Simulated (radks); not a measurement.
Ga4+, configuration [Ar] 3d9. All-electron calculation, Dirac Kohn-Sham, PBE, spin-unpolarised, spherical densities, point nucleus; open shells are shared between the two j in proportion to 2j + 1. Program: a radial shooting solver on a logarithmic mesh with Libxc functionals.

Normalised radial functions P(r) = r R(r) (large component), r in bohr:

r	2p3/2	3s1/2	3d3/2
0.003309	0.0092	0.1322	0.0000
0.004705	0.0182	0.1779	0.0000
0.00669	0.0356	0.2348	0.0001
0.009513	0.0685	0.3006	0.0003
0.01363	0.1316	0.3694	0.0009
0.01939	0.2427	0.4204	0.0025
0.02757	0.4320	0.4237	0.0065
0.03951	0.7398	0.3310	0.0167
0.05618	1.1668	0.1035	0.0406
0.07989	1.6721	-0.2543	0.0933
0.1136	2.1016	-0.6218	0.1989
0.1628	2.2043	-0.7326	0.3887
0.2315	1.8022	-0.3132	0.6573
0.3292	1.0569	0.5495	0.9480
0.4718	0.3857	1.2883	1.1336
0.6709	0.0780	1.2994	1.0822
0.954	0.0070	0.7587	0.8165
1.356	0.0002	0.2514	0.4707
1.944	0.0000	0.0392	0.1849
2.765	0.0000	0.0024	0.0431

2p3/2: eigenvalue -1148.9 eV, 0 radial nodes, <r> = 0.192 bohr, 90 % of the charge inside 0.313 bohr. 3s1/2: eigenvalue -206.01 eV, 2 radial nodes at r = 0.0629, 0.266 bohr, <r> = 0.647 bohr, 90 % of the charge inside 0.967 bohr. 3d3/2: eigenvalue -76.009 eV, 0 radial nodes, <r> = 0.741 bohr, 90 % of the charge inside 1.24 bohr.
